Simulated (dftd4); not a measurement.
C6H13, doublet, geometry from GFN2-xTB; dftd4 with D4 for pbe0.

Input for dftd4:
```
$ dftd4 mol.xyz --func pbe0 --charge 0 --json dftd4.json --noedisp --property

# file mol.xyz
19

C     -2.75616312    -0.20561197     0.21276207
C     -1.78454608     0.34115459    -0.75813841
C     -0.36833833    -0.07787926    -0.76501162
C      0.47699560     0.72934297     0.24942291
C      1.96728692     0.39989938     0.18541199
C      2.29100802    -1.01760492     0.64259801
H     -2.43036344    -1.17449609     0.58708687
H     -3.74337372    -0.31406975    -0.24055654
H     -2.88342474     0.46072730     1.07634029
H     -2.06746123     1.21659395    -1.31898910
H      0.06525893     0.07423610    -1.75750878
H     -0.29501304    -1.13731544    -0.50994433
H      0.10161226     0.53347479     1.25569411
H      0.33847710     1.79290047     0.04232314
H      2.32530831     0.54255798    -0.83693164
H      2.50353754     1.10698358     0.82389160
H      1.85952607    -1.75394638    -0.03040284
H      1.90061025    -1.19301961     1.64295739
H      3.36784771    -1.17043147     0.66376993
```

The log (banner, timings and long lists left out):

```
                    ____  _____ _____     ____  _  _
      -------------|  _ \|  ___|_   _|---|  _ \| || |------------
     |             | | | | |_    | | ___ | | | | || |_           |
     |             | |_| |  _|   | ||___|| |_| |__   _|          |
     |             |____/|_|     |_|     |____/   |_|            |
     |             ===================================           |
     |            E. Caldeweyher, S. Ehlert & S. Grimme          |
     |          Mulliken Center for Theoretical Chemistry        |
     |                    University of Bonn                     |
      -----------------------------------------------------------

Rational (Becke-Johnson) damping: pbe0-D4-ATM
---------------------
  s6         1.0000
  s8         1.2007
  s9         1.0000
  a1         0.4009
  a2         5.0293
 alp        16.0000
--------------------

Atomic data, radii in Ångström:
------------------------------------------------------
   Z          R(cov)      r4/r2   hardness         EN
------------------------------------------------------
   6 C        1.0000     1.6431     0.4220     2.5500
   1 H        0.4267     1.0622     0.4726     2.2000
------------------------------------------------------

Atomic reference systems (in atomic units):
----------------------------------------------------------------------------
   Z        #      CN     q+Z       C6(AA)   #      CN     q+Z       C6(AA)
----------------------------------------------------------------------------
   6 C      1  0.0000  6.0000      49.3833   2  0.9189  5.8288      52.1688
            3  1.9079  5.8579      35.6972   4  2.8312  5.7775      35.8445
            5  3.7487  5.7435      28.6317   6  2.9183  5.8956      32.2504
            7  0.8556  6.2103      25.6194
   1 H      1  0.0000  1.0000       7.6362   2  0.8942  1.0000       3.0374
----------------------------------------------------------------------------

Atomic properties (in atomic units):
----------------------------------------------------------------------------
     #    Z              CN          q      C6(AA)        C8(AA)   alpha(0)
----------------------------------------------------------------------------
     1    6 C        3.7515    -0.2317     28.1707      814.7459     7.6597
     2    6 C        2.8857    -0.1807     34.4888      997.4765     9.5976
     3    6 C        3.8015    -0.1519     26.2205      758.3411     7.3794
     4    6 C        3.8015    -0.1686     26.6019      769.3731     7.4329
     5    6 C        3.7997    -0.1821     26.9185      778.5289     7.4773
     6    6 C        3.7513    -0.2512     28.6563      828.7901     7.7255
     7    1 H        0.9247     0.0892      1.8864       22.8031     2.1478
     8    1 H        0.9243     0.0856      1.9224       23.2383     2.1682
     9    1 H        0.9235     0.0859      1.9195       23.2036     2.1667
    10    1 H        0.9259     0.1012      1.7737       21.4412     2.0827
    11    1 H        0.9241     0.0899      1.8802       22.7284     2.1443
    12    1 H        0.9243     0.0951      1.8302       22.1244     2.1156
    13    1 H        0.9243     0.0951      1.8299       22.1209     2.1155
    14    1 H        0.9242     0.0894      1.8844       22.7794     2.1467
    15    1 H        0.9242     0.0899      1.8798       22.7236     2.1441
    16    1 H        0.9241     0.0866      1.9124       23.1183     2.1626
    17    1 H        0.9249     0.0876      1.9024       22.9968     2.1569
    18    1 H        0.9248     0.0876      1.9020       22.9919     2.1567
    19    1 H        0.9248     0.0829      1.9493       23.5634     2.1833
----------------------------------------------------------------------------

Molecular properties (in atomic units):
----------------------------------------
 molecular C6                2477.4629
 molecular C8               54677.2444
----------------------------------------

Dispersion energy:      -1.1189484685039E-02 Eh

[Info] JSON dump of results written to 'dftd4.json'
```
